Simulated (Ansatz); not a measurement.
CH2F3O3S, charge +1, singlet, at a GFN2-xTB geometry. Base run: PBE/STO-3G in Ansatz (a first-principles code).

Geometry (Å):
```xyz
10

O     -1.5016    -0.0368    -1.2809
S     -0.8144     0.0763    -0.0633
O     -1.2064    -0.9678     0.9925
O     -0.9522     1.4421     0.6252
C      1.0788    -0.1269    -0.0861
F      1.4865     0.0172     1.1419
F      1.5558     0.8037    -0.8673
F      1.3314    -1.3233    -0.5431
H     -1.9576    -1.5756     0.9091
H     -1.5658     2.1382     0.3431
```
Charge +1, spin multiplicity 1.
All else is at Ansatz's defaults.
Base energy -949.02605 Eh.

Each row names what was changed in the base input (with any setting that the change needs).

```csv
change,ΔE vs base (kcal/mol)
base,0.000
"point_charge = charge:1.0 position_ang:0.5019, -5.3717, -0.2384",59.35
"point_charge = charge:-1.0 position_ang:4.2357, 0.8172, -2.9288",-61.58
accuracy = high,0.002
lower_state_search = off,0.000
"point_charge = charge:0.5 position_ang:-3.0476, 4.7483, 0.4517",34.27
"final_grid = 4, 8, 17",-1.53
forces = on,0.000
"final_grid = 14, 28, 59",0.001
lower_state_search = light,0.000
"final_grid = 6, 12, 29",0.092
```
